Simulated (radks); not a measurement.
Kinetic energies: the exact non-interacting value of the Kohn-Sham orbitals and orbital-free approximations, as 100 (|E| - |E exact|)/|E exact|, negative where the magnitude is too small. Species: Co16+ [Ne] 3s1; Bi5+ [Xe] 4f14 5d10; C2+ [He] 2s2; Eu+ [Xe] 4f7 6s1. Calculated with a radial shooting solver on a logarithmic mesh with Libxc functionals: non-relativistic Kohn-Sham, PBE, spin-polarised, spherical densities, point nucleus. Every spin shell is full or empty, so the densities are truly spherical. Functionals are evaluated on that one density, not self-consistently.

| functional | Co16+ | Bi5+ | C2+ | Eu+ |
|---|---|---|---|---|
| exact (hartree) | 1256.48 | 20089.7 | 36.3762 | 10423.1 |
| Thomas-Fermi | -6.65 | -4.55 | -10.48 | -5.01 |
| LC94 | +0.42 | +0.03 | -0.39 | -0.01 |
| APBEK | +0.52 | +0.05 | -0.37 | +0.03 |
| revAPBEK | +0.85 | +0.19 | +0.42 | +0.19 |
| Perdew 92 | -0.24 | -0.66 | -0.39 | -0.73 |
| LKT | +29.13 | +15.71 | +51.83 | +17.48 |
| PG1 | +23.66 | +12.25 | +44.54 | +13.66 |
| DePristo-Kress | +0.39 | -0.19 | -1.78 | -0.20 |
| Ernzerhof | +0.44 | -0.46 | +1.58 | -0.50 |
